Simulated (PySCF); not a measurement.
CH₄OSTe, SMILES CS[Te]O.

The structure is a stationary point at PBE0-D3(BJ)/def2-SVP. The def2 effective core potentials stand for the cores of Te; spin–orbit coupling is left out. One conformer was computed; it need not be the lowest.

Two levels are set side by side: PBE/def2-TZVP (PySCF) and HF/def2-TZVP (PySCF). Same geometry, gas phase. Differences are taken from unrounded values.

| quantity | PBE |
|---|---|
| orbital gap (eV) | 2.90 |
| highest occupied level (eV) | -5.30 |
| lowest empty level (eV) | -2.40 |
| dipole moment (D) | 2.85 |
| mean polarisability (bohr³) | 76.3 |

These are the PBE values. What does HF give? (The exact figures need the calculation; the answer reports its results.)


| quantity | HF | PBE minus HF |
|---|---|---|
| orbital gap (eV) | 10.47 | -7.57 |
| highest occupied level (eV) | -8.82 | 3.52 |
| lowest empty level (eV) | 1.65 | -4.05 |
| dipole moment (D) | 3.22 | -0.38 |
| mean polarisability (bohr³) | 70.5 | 5.8 |

Without exact exchange PBE keeps part of each electron's self-repulsion, which lifts occupied levels and narrows the gap. PBE's more diffuse valence density responds more strongly to a field. Differences between two approximate levels are no errors against the true value.

Rough cost on one machine, each run with all the roots and properties that it gave: HF against PBE within a factor of 2.
